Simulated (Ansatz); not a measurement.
Calculated with Ansatz (gas phase, PBE0-D4/def2-TZVP geometries, no zero-point term in ΔE). CCSD(T)/CBS is the MP2 limit (def2-TZVPP, def2-QZVPP) plus CCSD(T) − MP2 in def2-TZVPP, frozen cores. Functionals use def2-TZVPP. B3LYP here is the variant with VWN-RPA as its local correlation; programs differ in this. Elements past krypton have def2 core potentials. For Br, Sn outer-core shells are correlated without core-valence functions, which leaves a few kJ/mol of doubt a bond. Scalar relativity is left out up to krypton.

Reaction (formal exchange of groups at the Sn–Br bond): `[Br][SnH3]` + `C[SiH2]Cl` → `C[SiH](Cl)[SnH3]` + HBr

```tsv
level	ΔE (kcal/mol)	difference from CCSD(T)/CBS
LDA (SPW92)	15.1	-4.6
PBE-D4	16.5	-3.2
revPBE-D4	16.5	-3.2
r2SCAN-D4	19.5	-0.2
B97M-V	20.4	0.7
B3LYP-D4	19.4	-0.3
PBE-QIDH	19.9	0.2
r2SCAN0	20.5	0.8
BHLYP	23.3	3.6
CAM-B3LYP	21.3	1.6
LC-ωPBE	19.7	0.0
CCSD/def2-SVP	20.0	0.3
MP2/def2-TZVPP	19.4	-0.3
MP2/def2-QZVPP	20.1	0.4
SCS-MP2/def2-QZVPP	21.3	1.6
CCSD/CBS(def2)	20.6	0.9
CCSD(T)/CBS	19.7	0
```

**Question.** What do rigid-rotor, harmonic-oscillator terms from PBE0-D4/def2-TZVP frequencies (298.15 K, 1 bar) make of the CCSD(T)/CBS value? (Estimate.)

**Answer.** The calculation gave: ΔZPE = -1.6 kcal/mol, ΔH = +19.2 kcal/mol, ΔS = 1 J/(mol·K), ΔG = +19.1 kcal/mol.

Largest T1 diagnostic among the species: 0.012.

From BLYP to BHLYP (50 % exact exchange), in def2-TZVPP and without D4, ΔE moves by +3.0 kcal/mol. Leaving LDA and LC-ωPBE aside and taking each functional with its dispersion term where it has one, the values, not all of them listed here, spread over 5.0 kcal/mol, from PBE-D4 to BHLYP-D4. LDA lies −2.6 kcal/mol from PBE without D4. The D4 term adds −1.8 kcal/mol with B3LYP and −1.1 kcal/mol with PBE0; it sums over pairs of atoms, weighted by their polarisabilities, and B3LYP, whose exchange is more repulsive, gets the larger term.
